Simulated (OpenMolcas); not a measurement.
# Levels of Cr2+ by method

```json
{
  "Program": "OpenMolcas 26.06",
  "Basis": "ANO-RCC-VTZP [6s5p3d2f1g]",
  "Scalar Hamiltonian": "DKH2, point nucleus",
  "Active space": "4 electrons in 5 orbitals (3d)",
  "State averaging": "2S+1 = 5 even, 5 roots; 2S+1 = 3 even, 45 roots kept (CI in the orbitals of an earlier block); 2S+1 = 1 even, 50 roots kept (CI in the orbitals of an earlier block)",
  "Spin-orbit coupling": "RASSI with atomic mean-field integrals over the reference wave functions, term energies averaged over their components"
}
```

Methods on the same reference wave functions:
A. CASSCF
B. SS-CASPT2, IPEA 0.25 Eh, imaginary shift 0.1 Eh (closed shells correlated: 3s 3p)
C. MS-CASPT2, IPEA 0.25 Eh, imaginary shift 0.1 Eh (closed shells correlated: 3s 3p)

Energies in cm-1 above 3d4 5D0, the measured ground level; measured values from Sugar and Corliss, J. Phys. Chem. Ref. Data 6, 317 (1977).

| Level | A | B | C | Measured |
| --- | --- | --- | --- | --- |
| 3d4 5D0 | 0.0 | 0.0 | 0.0 | 0.0 |
| 3d4 5D1 | 64.9 | 65.8 | 65.9 | 62.2 |
| 3d4 5D2 | 193 | 195 | 195 | 183 |
| 3d4 5D3 | 380 | 383 | 383 | 357 |
| 3d4 5D4 | 621 | 623 | 624 | 576 |
| 3d4 3H4 | 20208 | 18190 | 18190 | 17274 |
| 3d4 3H5 | 20343 | 18330 | 18330 | 17397 |
| 3d4 3H6 | 20498 | 18490 | 18490 | 17531 |
| 3d4 3P0(1) | 21950 | 17410 | 17400 | 16771 |
| 3d4 3P1(1) | 22340 | 17810 | 17800 | 17169 |
| 3d4 3P2(1) | 23058 | 18530 | 18520 | 17851 |
| 3d4 3F2(1) | 23266 | 19370 | 19360 | 18452 |
| 3d4 3F3(1) | 23319 | 19430 | 19420 | 18511 |
| 3d4 3F4(1) | 23400 | 19510 | 19510 | 18583 |
| 3d4 3G3 | 25537 | 21780 | 21790 | 20704 |
| 3d4 3G4 | 25702 | 21950 | 21950 | 20853 |
| 3d4 3G5 | 25853 | 22110 | 22110 | 20996 |
| 3d4 1I6 | 30392 | 27520 | 27520 | 26015 |
| 3d4 1G4(1) | 32053 | 26910 | 26890 | 25139 |
| 3d4 3D3 | 33070 | 26980 | 26980 | 25726 |
| 3d4 3D2 | 33126 | 27040 | 27040 | 25781 |
| 3d4 3D1 | 33182 | 27100 | 27100 | 25848 |
| 3d4 1S0(1) | 37320 | 28920 | 28900 | 27372 |
| 3d4 1D2(1) | 39985 | 34070 | 34070 | 32152 |

Deviations, from unrounded energies. A percentage is the sum of absolute deviations over the sum of measured energies, with the sign that they share, or ± where signs differ.

| Against measurement | Levels | A | B | C |
| --- | --- | --- | --- | --- |
| mean absolute deviation (cm-1) | 23 | 4500 | 930 | 930 |
| fine structure of the ground term (%) | 4 | +6.8 | +7.5 | +7.6 |
| other terms of the ground configuration (%) | 19 | +25.5 | +5.2 | +5.2 |

B, C lie about equally close to measurement and A furthest from it. The largest miss of C in the table is 3d4 1D2(1), by +1900 cm-1. The ranking rests on the paired levels alone, and a cruder setting can come out closer through cancelling errors.

Between B and C the level of the table that moves most is 3d4 1S0(1), by 18 cm-1 (lowest in C, highest in B). Moves below CASPT2's spread within the term are not significant.

The two smallest mean deviations differ by little beside CASPT2's spread within terms, so their order carries little weight.

From A to B the spin-free energies of the other terms of 3d4 shown, above 5D, scale by factors of 0.77 to 0.90, as is usual when dynamic correlation screens the repulsion within a d or f shell.

The lowest spin-free term lies below A's lowest term by 0.382 hartree in B, 0.382 hartree in C.

CASPT2 breaks the degeneracy within a term, and the mean is taken; among the terms shown or strongly mixed into the levels shown the widest spread is 1400 cm-1 (3d4 1I, C). Terms from blocks run as CI alone lack orbitals of their own. The CASPT2 spread within a term exceeds the gap to the next term for 3d4 1G(1) and 3d4 3D, so the order of their levels is uncertain (figures for B; the like holds for C). Without dynamic correlation excited terms often stand tens of per cent too high (terms of higher spin than the ground term too low), and those without a measured partner can miss by more than the paired ones (holds for A). Computed and measured levels are paired by configuration, term and J; levels that our copy of the source lacks, or whose pairing is in doubt (as where it misses far off the trend of its configuration), stay unpaired and out of the deviations. Levels of configurations outside the active space are missing. The table leaves out levels that lie high or whose names do not pair safely across all columns.

A number in round brackets counts repeated terms of one configuration in the order of the reference energies.
